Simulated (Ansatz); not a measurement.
Ta₃Te₆ was relaxed with PBE-D4 (def2-SVP) in Ansatz in these states: neutral doublet, neutral quartet. The geometries follow in no particular order.

In the def2 sets Ta, Te take a core potential; there is no spin–orbit coupling.

A:

```xyz
9

Ta    0.126    0.395    1.994
Ta   -0.487   -1.511   -0.080
Ta    0.468    1.343   -0.708
Te   -2.068    0.779    0.399
Te    2.203    1.964    1.314
Te    0.801   -2.198    2.235
Te    1.170   -0.858   -2.125
Te   -2.220   -3.262   -0.790
Te    0.007    3.348   -2.238
```

B:

```xyz
9

Ta   -0.511    1.319   -1.347
Ta   -1.468   -0.073    0.688
Ta    1.614   -0.452   -0.112
Te   -0.437   -1.430   -1.673
Te    2.030    2.095   -0.896
Te   -2.148    2.561    0.379
Te    0.592   -0.623    2.389
Te   -3.500   -1.697    0.676
Te    3.829   -1.700   -0.103
```

Problem. Judge from the bond lengths which geometry belongs to which state (an estimate).

Solution. A is the neutral quartet (Ta1–Ta2 2.884 Å, Ta1–Ta3 2.884 Å, Ta2–Ta3 3.075 Å); B is the neutral doublet (Ta1–Ta2 2.645 Å, Ta1–Ta3 3.029 Å, Ta2–Ta3 3.206 Å).

At PBE0-D4/def2-SVP a doublet lies 0.45 eV below the neutral quartet.
